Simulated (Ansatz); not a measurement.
System: BO₂, charge 0, multiplicity 2. It need not be the lowest isomer of its formula. 
Geometry from a B3LYP-D3(BJ)/def2-TZVP (Ansatz, an electronic-structure program) optimisation:
```xyz
3

B      0.0000     0.0000     0.0000
O      0.0000     0.0000    -1.2612
O      0.0000     0.0000     1.2612
```
Charge 0, spin multiplicity 2.

Atomisation energy built up term by term with Ansatz (kcal/mol; UHF references for open shells; valence terms freeze the core; atomic spin-orbit terms are left out). CBS marks a two-point X^-3 extrapolation of the correlation energy; Hartree-Fock from the larger set.

The UHF reference is spin-contaminated (<S^2> 0.19 over the pure value in the largest basis). 

| term | basis | kcal/mol |
|---|---|---|
| Hartree-Fock | cc-pVQZ | 214.44 |
| CCSD correlation | CBS(cc-pVTZ,cc-pVQZ) | 96.72 |
| (T) | CBS(cc-pVTZ,cc-pVQZ) | 10.81 |
| CCSDT - CCSD(T) | cc-pVDZ | 0.56 |
| core correlation | cc-pwCVTZ | 2.06 |
| scalar relativity (X2C) | cc-pVTZ-DK against cc-pVTZ | -0.37 |
| sum: De |  | 324.2 |

(T) makes 3.4 % of the CCSD(T) atomisation energy; under 5 % is typical of single-reference molecules.
